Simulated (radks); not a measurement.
Values are calculated unless marked as measured or tabulated.
Q: Species: Pb IV. Configuration: [Xe] 4f14 5d9.75 6s1 7s0.25 (fractional occupations, a model configuration). Code: a radial shooting solver on a logarithmic mesh with Libxc functionals. Model: scalar-relativistic Kohn-Sham, MS2 meta-GGA, spin-polarised, spherical densities, finite nucleus; open shells are filled with parallel spins first (spin-orbit coupling, left out, can overturn this in heavy ions); meta-GGA in the generalised Kohn-Sham scheme; Fermi nuclear charge, rms radius 5.5012 fm. Some entries of the table are withheld. Estimate them.

orbital  occ.  eigenvalue (hartree)  <r> (bohr)  r(max) (bohr)
1s up       1             -3239.981     0.01605       0.009841
1s down     1             -3239.980     0.01605       0.009841
2s up       1             -580.8637     0.06758        0.05712
2s down     1             -580.8619     0.06758        0.05712
2p up       3             -498.3219     0.06143        0.04762
2p down     3             -498.3203     0.06143        0.04762
3s up       1             -140.5102      0.1744         0.1610
3s down     1             -140.5091      0.1744         0.1610
3p up       3             -116.7726      0.1764         0.1612
3p down     3             -116.7714      0.1764         0.1612
3d up       5             -92.55826      0.1600         0.1315
3d down     5             -92.55684      0.1600         0.1315
4s up       1             -32.82530      0.3840         0.3623
4s down     1             -32.82451      0.3840         0.3623
4p up       3             -25.02928      0.4095         0.3822
4p down     3             -25.02832      0.4095         0.3822
4d up       5             -15.98829      0.4307         0.3883
4d down     5             -15.98624      0.4307         0.3883
5s up       1              -6.46165      0.8554         0.7893
5s down     1              -6.46036      0.8557         0.7896
4f up       7              -6.03940      0.4539         0.3501
4f down     7              -6.03573      0.4537         0.3501
5p up       3                   (1)         (2)         0.8823
5p down     3                   (3)         (4)         0.8826
5d up       5              -1.90959       1.270          1.065
5d down  4.75              -1.89033       1.259          1.061
6s up       1              -1.44127       2.077          1.875
6s down     0              -1.38661       2.078          1.870
7s up    0.25              -0.59100       4.402          4.223

A: 
(1) 5p up eigenvalue (hartree): -4.32075
(2) 5p up <r> (bohr): 0.9760
(3) 5p down eigenvalue (hartree): -4.31794
(4) 5p down <r> (bohr): 0.9748
